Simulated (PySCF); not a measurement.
## NMR data sheet: C3H12N2Si3

- Formula: C3H12N2Si3
- SMILES: CN(C)[Si@@H](C#N)[SiH2][SiH3]
- InChI: InChI=1S/C3H12N2Si3/c1-5(2)8(3-4)7-6/h8H,7H2,1-2,6H3/t8-/m1/s1
- Point group of the computed structure: C1
- Degrees of unsaturation: 2
- Carbon signals: 2
- Proton signals: 5

Mapped SMILES: `[CH3:1][N:2]([CH3:3])[Si@@H:4]([C:5]#[N:6])[SiH2:7][SiH3:8]`. Hydrogens are named by the atom that carries them. Ha(Si7) is pro-R; Hb(Si7) is pro-S.

- coordinates at the GFN2-xTB level
- PBE0/pcSseg-1 with gauge-including orbitals
- code: PySCF 2.14
- non-relativistic, one conformer, rapidly exchanging positions averaged, no solvent

δ = σ(ref) − σ, references computed at the same level: 1H, 13C, 29Si against TMS; 15N against NH3.

```tsv
carbon	δC, type	δH (multiplicity)	HMBC from (2–3 bonds)	span of the C tensor (ppm)
C1/C3	42.7, CH3	2.67 (s)	H(Si4), H(C1)/H(C3)	61
C5	125.9, C	–	H(Si4), Ha(Si7), Hb(Si7)	342
```

Other nuclei:
```json
{"atoms": "H(Si4)", "nucleus": "1H", "environment": "hydrogen on a silicon bonded to C, N, Si", "δ (ppm)": "5.39", "σ (ppm)": "26.33"}
{"atoms": "H(Si8)", "nucleus": "1H", "environment": "hydrogen on a silicon bonded to Si", "δ (ppm)": "3.73", "σ (ppm)": "27.99"}
{"atoms": "Ha(Si7)", "nucleus": "1H", "environment": "hydrogen on a silicon bonded to 2 Si", "δ (ppm)": "3.46", "σ (ppm)": "28.26"}
{"atoms": "Hb(Si7)", "nucleus": "1H", "environment": "hydrogen on a silicon bonded to 2 Si", "δ (ppm)": "3.39", "σ (ppm)": "28.33"}
{"atoms": "Si4", "nucleus": "29Si", "environment": "silicon bonded to C, N, Si, H", "δ (ppm)": "-46.2", "σ (ppm)": "395.4"}
{"atoms": "Si8", "nucleus": "29Si", "environment": "silicon bonded to Si, 3 H", "δ (ppm)": "-116.2", "σ (ppm)": "465.3"}
{"atoms": "Si7", "nucleus": "29Si", "environment": "silicon bonded to 2 Si, 2 H", "δ (ppm)": "-131.9", "σ (ppm)": "481.1"}
{"atoms": "N6", "nucleus": "15N", "environment": "nitrile nitrogen", "δ (ppm)": "359.0", "σ (ppm)": "-91.3"}
{"atoms": "N2", "nucleus": "15N", "environment": "nitrogen bonded to 2 C, Si", "δ (ppm)": "15.5", "σ (ppm)": "252.2"}
```

- Carbon types of the structure: 1 × C, 2 × CH3, leaving 6 H on heteroatoms.
- δC 125.9: nitrile carbon; this is the usual window of a C≡N carbon, which has no attached hydrogen.
- δC 42.7: methyl carbon bonded to N; the inductive effect lowers its shielding.
- δH 5.39: hydrogen on a silicon bonded to C, N, Si.
- δH 3.46, 3.39: hydrogen on a silicon bonded to 2 Si.
- δH 2.67: hydrogen on a methyl carbon bonded to N; its carbon carries N, an electronegative neighbour.

Shifts are as computed. Against solution values, carbons near 30 ppm lie about +3 ppm off and those near 130 ppm about +5 ppm. Of 1211 compounds with measured shifts, 218 miss one by over three times the rms of a fit or turn the order of signals round; such compounds aren't used in these exercises. Experimental scales use liquid or dissolved standards, which lie at an offset from isolated NH3 (liquid NH3: subtract about 20 ppm). Unscaled 15N shifts of sp2 nitrogen come out 20 to 40 ppm too high even then. Multiplicities follow the n + 1 count of equivalent neighbours, as no J values were calculated; m marks all less simple cases, F and P coupling included.
